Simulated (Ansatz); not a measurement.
Input file for C2H7BN2Si (`CB[Si]1(N)C=N1`):

```yaml
crystal:
  periodic: [false, false, false]
  atoms:
    - {symbol: C, position_ang: [-0.080765, -2.126527, 0.672916]}
    - {symbol: B, position_ang: [-0.199951, -0.624940, 1.053269]}
    - {symbol: Si, position_ang: [0.054377, 0.885341, -0.194912]}
    - {symbol: N, position_ang: [0.579147, 0.510070, -1.776755]}
    - {symbol: C, position_ang: [-0.739505, 2.467222, 0.100762]}
    - {symbol: N, position_ang: [0.471407, 2.517186, 0.479968]}
    - {symbol: H, position_ang: [-0.789092, -2.764417, 1.208874]}
    - {symbol: H, position_ang: [-0.113216, -2.356341, -0.393334]}
    - {symbol: H, position_ang: [0.912673, -2.435782, 1.040038]}
    - {symbol: H, position_ang: [-0.439151, -0.319791, 2.187667]}
    - {symbol: H, position_ang: [1.206254, -0.259661, -1.940798]}
    - {symbol: H, position_ang: [0.646578, 1.209010, -2.497839]}
    - {symbol: H, position_ang: [-1.488454, 3.263930, 0.074842]}
basis:
  gaussian: {orbitals: def2-TZVPP}
correlation: {method: ccsd_t}
```

```sh
$ ansatz run in.yaml --threads 4 --pin off --events-out ev --progress --plain --max-ram 10444MiB
```

Output of Ansatz, abridged:

```
Functional definition: HF
1735 factors; integrals over basis functions are off by at most 1.1e-3 eV
mean field evaluation 1: about -13664.6386 eV, gradient 4.8e1 eV
mean field evaluation 2: about -13664.9671 eV, gradient 4.8e1 eV
mean field evaluation 4: about -13670.4829 eV, gradient 6.0e0 eV
mean field evaluation 8: about -13670.6167 eV, gradient 5.7e-1 eV
mean field evaluation 16: about -13670.6196 eV, gradient 1.4e-6 eV
mean field -13670.61960436 eV, -502.3860041815 hartree, gradient 1.4e-6 eV, S^2 0.000000; 0 other end points of the search recorded, 0 dependent functions left out
10 core orbitals not correlated: weight in the atoms' cores, before any rotation towards them, 1.000 or more for the frozen orbitals, at most 0.000 for the correlated occupied ones
reference -13670.61960436 eV, -502.3860041815 hartree; 16, 16 occupied and 269, 269 virtual orbitals, 1735 factors
second order -25.84139624 eV of doubles, -0.00000000 eV of singles
cycle   1  -26.23211241 eV  change   -3.9e-1 eV  update   1.2e-1
cycle   2  -26.91169273 eV  change   -6.8e-1 eV  update   3.9e-2
cycle   3  -27.07910345 eV  change   -1.7e-1 eV  update   2.7e-2
cycle   4  -27.07352959 eV  change    5.6e-3 eV  update   1.0e-2
cycle   5  -27.06904826 eV  change    4.5e-3 eV  update   8.1e-3
cycle   6  -27.07243767 eV  change   -3.4e-3 eV  update   3.8e-3
cycle   7  -27.07178462 eV  change    6.5e-4 eV  update   1.6e-3
cycle   8  -27.07164324 eV  change    1.4e-4 eV  update   6.1e-4
cycle   9  -27.07189639 eV  change   -2.5e-4 eV  update   2.4e-4
cycle  10  -27.07184401 eV  change    5.2e-5 eV  update   1.3e-4
cycle  11  -27.07180589 eV  change    3.8e-5 eV  update   6.8e-5
cycle  12  -27.07186983 eV  change   -6.4e-5 eV  update   3.5e-5
cycle  13  -27.07187416 eV  change   -4.3e-6 eV  update   1.7e-5
perturbative correction -1.25383118 eV, -0.0460774462 hartree
Total energy: -13698.94530970 eV, -503.4269546530 hartree
```

Hardware: 4 threads of an Arm Neoverse V2 on a shared host. Wall time 14 min, peak host memory 3.7 GiB.

Correlation energy per correlated electron: -0.885 eV. T1 diagnostic: 0.0175.
